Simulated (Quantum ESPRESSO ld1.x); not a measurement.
Q: Valence configurations of Ce+ (all share [Xe]). Calculated with ld1.x of Quantum ESPRESSO 7.5: scalar-relativistic Kohn-Sham, LDA (Slater exchange, VWN5 correlation), spin-polarised, spherical densities, point nucleus; open shells are filled with parallel spins first. Order these by energy: 5d1 6p2; 4f1 5d1 6s1; 4f3; 5d2 6s1; 4f1 5d2; 4f2 5d1; 4f1 5d1 6p1; 5d1 6s2; 5d3; 6s1 6p2.

A: From the lowest, in eV above it: 4f2 5d1 0.000; 4f1 5d1 6s1 0.093; 4f1 5d2 0.274; 4f3 2.415; 4f1 5d1 6p1 3.330; 5d3 4.576; 5d2 6s1 5.168; 5d1 6s2 7.140; 5d1 6p2 13.774; 6s1 6p2 15.964. NIST lists [Xe] 4f1 5d2 as the ground configuration; this level of theory puts 4f2 5d1 lower, by 0.274 eV. The energies are those of spherical high-spin densities, not of single terms.
